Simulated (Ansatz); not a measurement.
Species: Al2H4, charge 0, multiplicity 1. SMILES: [AlH2][AlH2]
Geometry from a B3LYP-D3(BJ)/def2-TZVP (Ansatz, a program for electronic structure) optimisation:
```xyz
6

Al    -0.0012    -0.0150     1.2942
Al     0.0012     0.0150    -1.2942
H      1.3472    -0.0315     2.1375
H     -1.3512    -0.0180     2.1352
H      0.0088     1.3738    -2.1207
H     -0.0047    -1.3244    -2.1520
```
Charge 0, spin multiplicity 1.

**Question.** Give the harmonic wavenumbers at B3LYP-D3(BJ)/def2-TZVP (Ansatz, finite differences of forces, unscaled).

**Answer.** 138, 301, 301, 341, 548, 548, 760, 819, 1873, 1892, 1892, 1894 cm⁻¹. Zero-point energy 16.2 kcal/mol.

**Question.** From these and the geometry, give the ideal-gas thermochemistry at 298.15 K and 1 atm (rigid rotor, harmonic oscillator).

**Answer.** Point group D2d, rotational symmetry number 4. Rotational constants 68.86, 4.493, 4.493 GHz. S(trans) 38.09, S(rot) 20.21, S(vib) 8.40, S(elec, spin only) 0.00, S 66.7 cal/(mol K). H(298) - H(0) 3.89 kcal/mol; G - E(el) 0.2 kcal/mol.
